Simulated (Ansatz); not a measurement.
## Ligand exchange: SiH2(CH3)Br + BH2Br → SiH3(CH3) + BHBr2

Species: SiH2(CH3)Br, singlet; BH2Br `BBr`, singlet; SiH3(CH3) (methylsilane), singlet; BHBr2 `BrBBr`, singlet. The partners trade Br for H: Si–Br and B–H bonds give way to Si–H and B–Br.

Shapes, held fixed at every level: PBE0-D4/def2-TZVP. Programs: Ansatz 0.2.0. The zero-point and thermal change to 298 K, harmonic and unscaled (PBE0-D4/def2-TZVP), is -2.4 kJ/mol.

| level | kind | ΔH(298 K) (kJ/mol) | less CCSD(T)/def2-TZVPP |
| --- | --- | --- | --- |
| HF/def2-SVP | Hartree–Fock | +20.2 | +7.3 |
| PBE-D4/def2-TZVPP | GGA | +7.9 | -5.0 |
| PBE0-D4/def2-TZVPP | global hybrid | +14.2 | +1.3 |
| MP2/def2-SVP | perturbation theory | +1.0 | -11.9 |
| CCSD(T)/def2-SVP | coupled cluster or CI | -0.1 | -13.0 |
| CCSD/def2-SVP | coupled cluster or CI | +3.2 | -9.7 |
| CCSD(T)/def2-TZVPP | coupled cluster or CI | +12.9 | 0.0 |

The highest level, CCSD(T)/def2-TZVPP, gives ΔH(298 K) = +12.9 kJ/mol; the levels span -0.1 to +20.2. They disagree on the sign: 6 of 7 are positive. The column of differences is taken from that level and isn't an error. No measured value is set beside it here. Relativity is left out for Br. Outer-core shells of Br are correlated in most correlated rows, in sets that cover them unevenly.
